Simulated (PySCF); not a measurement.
## Charge-transfer reorganisation: SMILES C(/C=C)(Cl)=C\C=O, C$_{5}$H$_{5}$ClO

Geometry (Å), atoms numbered from 1 in this order:
```xyz
12

C    -1.760    2.909    2.738
C    -0.751    2.178    2.242
C     0.677    2.434    2.402
Cl    1.123    3.860    3.340
C     1.628    1.630    1.869
C     3.086    1.786    1.970
O     3.862    0.998    1.460
H    -2.795    2.616    2.553
H    -1.584    3.807    3.334
H    -0.971    1.284    1.650
H     1.295    0.759    1.297
H     3.447    2.670    2.544
```

Theory: UKS B3LYP/cc-pVDZ four-point reorganisation energy, gas phase (PySCF). Geometry: B3LYP/cc-pVDZ.

What is the inner reorganisation energy for hole transfer, with the ionisation energy?

λ = 0.208 (surface of the oxidised species) + 0.251 (surface of the starting species) = 0.459 eV. The ionisation energy is 9.31 eV vertical and 9.10 eV adiabatic without zero-point energy; at the relaxed geometry of the oxidised species the two energies differ by 8.85 eV. Largest bond changes: C5–C6 1.470 → 1.403 Å, C3–C5 1.354 → 1.394 Å, C3–Cl4 1.764 → 1.725 Å, C6–O7 1.218 → 1.244 Å, C2–C3 1.460 → 1.440 Å. ⟨S²⟩ of the relaxed oxidised species 0.759.

What is the inner reorganisation energy for electron transfer, with the electron affinity?

λ = 0.279 (surface of the reduced species) + 0.279 (surface of the starting species) = 0.558 eV. The electron affinity is 0.56 eV vertical and 0.83 eV adiabatic without zero-point energy; at the relaxed geometry of the reduced species the two energies differ by 1.11 eV. Largest bond changes: C3–C5 1.354 → 1.407 Å, C5–C6 1.470 → 1.417 Å, C2–C3 1.460 → 1.413 Å, C3–Cl4 1.764 → 1.806 Å, C6–O7 1.218 → 1.256 Å. ⟨S²⟩ of the relaxed reduced species 0.766.

The highest occupied orbital of the reduced species is unbound in this basis, so its energies are rough.
